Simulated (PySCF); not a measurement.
C₆H₃FSi, SMILES C#C[Si](F)(C#C)C#C.

Coordinates come from a PBE-D3(BJ)/def2-SVP optimisation.

The numbers are results of PBE-D3(BJ)/def2-SVP (PySCF), not measurements.

Frequencies are harmonic and unscaled.

Modes within 1.5 cm⁻¹ of each other (mostly degenerate sets) share a row, with their intensities summed.

```tsv
mode	ν (cm⁻¹)	IR (km/mol)	moving atoms (share of kinetic energy)
1–2	84	2.2	C 73 %, H 16 %
3	101	4.8	C 58 %, H 17 %, Si 15 %, F 10 %
4–5	160	0.1	C 47 %, F 36 %, H 11 %
6	225	0.0	C 86 %, H 14 %
7–8	321	12.8	C 75 %, F 17 %
9–10	382	104.0	C 86 %
11	399	46.5	C 78 %, F 9 %, Si 9 %
12	531	6.6	C 75 %, F 15 %
13–14	697	51.1	H 43 %, C 32 %, Si 25 %
15	701	0.0	H 76 %, C 24 %
16–17	709	336.0	H 48 %, C 27 %, Si 24 %
18–20	713	278.2	H 76 %, C 24 %
21	883	156.2	F 51 %, Si 47 %
22	2093	14.1	C 91 %, H 9 %
23–24	2095	198.8	C 90 %, H 9 %
25–27	3390	148.1	H 86 %, C 14 %
```
